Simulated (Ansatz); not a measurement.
Compare A (`[CH3][Ge][OH]`) with its isomer B (`O=[CH][GeH3]`).

Gas-phase electronic energies from Ansatz, PBE0-D4/def2-TZVP geometries. CCSD(T)/CBS is the MP2 limit (def2-TZVPP, def2-QZVPP) plus CCSD(T) − MP2 in def2-TZVPP, frozen cores. Functionals use def2-TZVPP. B3LYP here is the variant with VWN-RPA as its local correlation; programs differ in this. For Ge outer-core shells are correlated without core-valence functions, which leaves a few kJ/mol of doubt a bond. Scalar relativity is left out up to krypton. One conformer a species, not always the lowest.

Which is lower in electronic energy at CCSD(T)/CBS, and by how much? (Best estimate.)

The calculation gave: A, by 152.6 kJ/mol.

Give E(B) − E(A) in kJ/mol with B3LYP-D4, B3LYP, LDA (SPW92), PBE0-D4, B2PLYP, CCSD(T)/def2-SVP, CCSD(T)/def2-TZVPP. (An estimate is asked.)

Computed: B3LYP-D4 148.4, B3LYP 146.7, LDA (SPW92) 145.6, PBE0-D4 144.6, B2PLYP 145.6, CCSD(T)/def2-SVP 108.8, CCSD(T)/def2-TZVPP 136.6. None reverses the order clearly.

Does the order hold for the free energy at 298.15 K (harmonic terms from PBE0-D4)? (An estimate is asked.)

Ansatz gave: Yes: G(B) − G(A) = +131.3 kJ/mol, for one conformer each.

Largest T1 diagnostic: 0.014.

From r2SCAN to r2SCAN0 (25 % exact exchange), in def2-TZVPP and without D4, E(B) − E(A) moves by +4.5 kJ/mol. Leaving LDA and LC-ωPBE aside and taking each functional with its dispersion term where it has one, the values, not all of them listed here, spread over 21.5 kJ/mol, from B97M-V to ωB97M-V.
